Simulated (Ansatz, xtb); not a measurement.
Ligand exchange: CH8OSi2 + CH5BO2 → Si2H6O2 + C2H7BO

Species: CH8OSi2 `C[SiH2][SiH2]O`, singlet; CH5BO2 `COBO`, singlet; Si2H6O2 `O[SiH2][SiH2]O`, singlet; C2H7BO `CBOC`, singlet. The partners trade CH3 for OH: Si–CH3 and B–OH bonds give way to Si–OH and B–CH3.

Shapes, held fixed at every level: PBE0-D4/def2-TZVP. Flexible molecules stand in one conformer, not always the lowest. Programs: Ansatz 0.2.0, xtb 6.7.1. Electronic energies: no zero-point or thermal term.

(1) Estimate ΔE of this reaction.

Answers

(1) The highest level, CCSD(T)/CBS estimate, gives ΔE = +47.2 kJ/mol; the levels span +41.0 to +53.2. The column of differences is taken from that level and isn't an error. No measured value is set beside it here. The CBS estimate extrapolates MP2 from def2-TZVPP and def2-QZVPP and adds CCSD(T) − MP2 in the triple-zeta set, cores frozen.

| level | kind | ΔE (kJ/mol) | less CCSD(T)/CBS estimate |
| --- | --- | --- | --- |
| GFN0-xTB | semi-empirical | +41.0 | -6.2 |
| r2SCAN-D4/def2-TZVPP | meta-GGA | +50.9 | +3.7 |
| B3LYP-D4/def2-TZVPP | global hybrid | +48.4 | +1.2 |
| PBE0-D4/def2-TZVPP | global hybrid | +53.2 | +6.0 |
| wB97X-V/def2-TZVPP | range-separated hybrid | +48.5 | +1.3 |
| MP2/def2-TZVPP | perturbation theory | +49.2 | +2.0 |
| CCSD(T)/def2-TZVPP | coupled cluster or CI | +50.0 | +2.8 |
| CCSD(T)/CBS estimate | coupled cluster or CI | +47.2 | 0.0 |
